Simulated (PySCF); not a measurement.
**How methods differ on the ionisation energy of F⁺**

F⁺ [He] 2s2 2p4 (3P) → F²⁺ [He] 2s2 2p3 (4S), as a difference of total energies. Computed with PySCF 2.14 in aug-cc-pVTZ-DK (5s4p3d2f, 46 functions), with scalar relativity by spin-free X2C-1e. Correlated levels: valence: 1s2 frozen. The calculations carry no spin-orbit coupling.

| method | ionisation energy (eV) |
| --- | --- |
| UHF | 33.378 |
| LDA | 35.247 |
| PBE | 35.411 |
| PBE0 | 35.240 |
| r2SCAN | 35.099 |
| B2PLYP | 35.136 |
| M06-L | 35.015 |
| B3LYP | 35.542 |
| CAM-B3LYP | 35.474 |
| ROHF | 33.328 |
| MP2 (valence) | 34.607 |
| SCS-MP2 (valence) | 34.710 |

A first-order spin-orbit estimate (lowest level to lowest level, LS coupling) adds 0.020 eV.

Errors of the correlated levels include the incompleteness of this basis and the frozen core.

**Question.** Which method comes closest to the reference value, and which is furthest?

**Answer.** The reference is 34.971 eV (measured; NIST Atomic Spectra Database, ionization energies). Closest: M06-L (error 0.063 eV); furthest: ROHF (error -1.623 eV), both after the spin-orbit estimate.
